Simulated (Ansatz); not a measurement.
Frontier orbitals of CH3AlFNO.

Cartesian coordinates in Å:
```
N -0.924 0.012 -0.269
C -0.053 0.934 -0.544
F -0.344 2.008 -1.236
O 1.119 0.773 -0.120
Al 0.532 -0.896 0.659
H -1.875 0.097 -0.586
H 0.437 -0.793 2.232
H 1.109 -2.134 -0.134
```

Total charge 0; spin multiplicity 1. The bonds changed during the relaxation, so this is another structure than the one it started from. The structure was optimised at the PBE0-D4/def2-TZVP level. It is one conformer, not always the lowest. Basis def2-TZVPP, Ansatz 0.2.0.

```csv
functional,HOMO (eV),LUMO (eV),gap (eV)
PBE,-6.93,-1.11,5.82
BLYP,-6.85,-1.03,5.82
PBE0,-8.21,-0.02,8.19
HSE06 (plane-wave form),-7.80,-0.39,7.41
BHLYP,-9.45,0.67,10.12
CAM-B3LYP,-9.64,0.83,10.47
LC-ωPBE,-11.03,1.95,12.98
ωB97M-V,-10.43,1.43,11.86
```

From PBE to PBE0 the HOMO moves by −1.28 eV and the LUMO by +1.09 eV, and with ωB97M-V by −3.50 and +2.54 eV, so the gap grows from 5.81 to 11.86 eV with exact exchange. A positive LUMO is unbound and depends on the basis.

LC-ωPBE has ω = 0.4 bohr⁻¹.
